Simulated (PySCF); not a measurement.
Two-component Hartree-Fock for Sb⁺ (antimony, charge +1)

Start: [Kr] 4d10 5s2 5p2; 5p1/2 filled at m_j = -1/2, +1/2. Calculated with PySCF 2.14 in x2c-QZVPPall-2c (13s13p9d4f1g, 134 functions): generalised Hartree-Fock with the X2C-1e Hamiltonian and a Gaussian nucleus; one run each with spin-orbit coupling (SO) switched off, then screened by Boettger's factors.

```json
{"spinor shell": "1s1/2", "electrons": "2", "ε, spin-free (eV)": "-30653.1", "ε, screened SO (eV)": "-30650.2", "weight of nominal j (screened SO)": "1.000", "rms radius, screened SO (bohr)": "0.0325"}
{"spinor shell": "2s1/2", "electrons": "2", "ε, spin-free (eV)": "-4767.1", "ε, screened SO (eV)": "-4766.2", "weight of nominal j (screened SO)": "1.000", "rms radius, screened SO (bohr)": "0.133"}
{"spinor shell": "2p1/2", "electrons": "2", "ε, spin-free (eV)": "-4273.3", "ε, screened SO (eV)": "-4448.2", "weight of nominal j (screened SO)": "1.000", "rms radius, screened SO (bohr)": "0.115"}
{"spinor shell": "2p3/2", "electrons": "4", "ε, spin-free (eV)": "-4273.3", "ε, screened SO (eV)": "-4193.7", "weight of nominal j (screened SO)": "1.000", "rms radius, screened SO (bohr)": "0.120"}
{"spinor shell": "3s1/2", "electrons": "2", "ε, spin-free (eV)": "-982.43", "ε, screened SO (eV)": "-982.00", "weight of nominal j (screened SO)": "1.000", "rms radius, screened SO (bohr)": "0.352"}
{"spinor shell": "3p1/2", "electrons": "2", "ε, spin-free (eV)": "-817.47", "ε, screened SO (eV)": "-850.64", "weight of nominal j (screened SO)": "1.000", "rms radius, screened SO (bohr)": "0.345"}
{"spinor shell": "3p3/2", "electrons": "4", "ε, spin-free (eV)": "-817.47", "ε, screened SO (eV)": "-802.04", "weight of nominal j (screened SO)": "1.000", "rms radius, screened SO (bohr)": "0.356"}
{"spinor shell": "3d3/2", "electrons": "4", "ε, spin-free (eV)": "-566.60", "ε, screened SO (eV)": "-572.25", "weight of nominal j (screened SO)": "1.000", "rms radius, screened SO (bohr)": "0.329"}
{"spinor shell": "3d5/2", "electrons": "6", "ε, spin-free (eV)": "-566.60", "ε, screened SO (eV)": "-562.29", "weight of nominal j (screened SO)": "1.000", "rms radius, screened SO (bohr)": "0.333"}
{"spinor shell": "4s1/2", "electrons": "2", "ε, spin-free (eV)": "-184.98", "ε, screened SO (eV)": "-184.72", "weight of nominal j (screened SO)": "1.000", "rms radius, screened SO (bohr)": "0.843"}
{"spinor shell": "4p1/2", "electrons": "2", "ε, spin-free (eV)": "-132.00", "ε, screened SO (eV)": "-138.21", "weight of nominal j (screened SO)": "1.000", "rms radius, screened SO (bohr)": "0.892"}
{"spinor shell": "4p3/2", "electrons": "4", "ε, spin-free (eV)": "-132.00", "ε, screened SO (eV)": "-128.84", "weight of nominal j (screened SO)": "1.000", "rms radius, screened SO (bohr)": "0.923"}
{"spinor shell": "4d3/2", "electrons": "4", "ε, spin-free (eV)": "-52.660", "ε, screened SO (eV)": "-53.355", "weight of nominal j (screened SO)": "1.000", "rms radius, screened SO (bohr)": "1.10"}
{"spinor shell": "4d5/2", "electrons": "6", "ε, spin-free (eV)": "-52.660", "ε, screened SO (eV)": "-51.836", "weight of nominal j (screened SO)": "1.000", "rms radius, screened SO (bohr)": "1.11"}
{"spinor shell": "5s1/2", "electrons": "2", "ε, spin-free (eV)": "-24.476", "ε, screened SO (eV)": "-24.379", "weight of nominal j (screened SO)": "1.000", "rms radius, screened SO (bohr)": "2.36"}
{"spinor shell": "5p1/2", "electrons": "2", "ε, spin-free (eV)": "-16.323", "ε, screened SO (eV)": "-15.739", "weight of nominal j (screened SO)": "1.000", "rms radius, screened SO (bohr)": "2.83"}
```

| quantity | spin-free | screened SO |
| --- | --- | --- |
| E (hartree) | -6476.92856 | -6478.60049 |
| M_J | 0 | 0 |
| ⟨J²⟩ | 2.010 | 0.000 |
| ⟨L²⟩ | 2.007 | 1.351 |
| ⟨S²⟩ | 2.003 | 1.351 |

Breit and QED terms are absent; they matter most for the inner s and p1/2 levels.

Densities and radii are taken from the X2C orbitals without a picture-change correction, which distorts them close to the nucleus.

Without spin-orbit coupling the j labels of p, d and f shells carry no meaning; the spin-free column gives the mean over the occupied spinors of each nl shell.
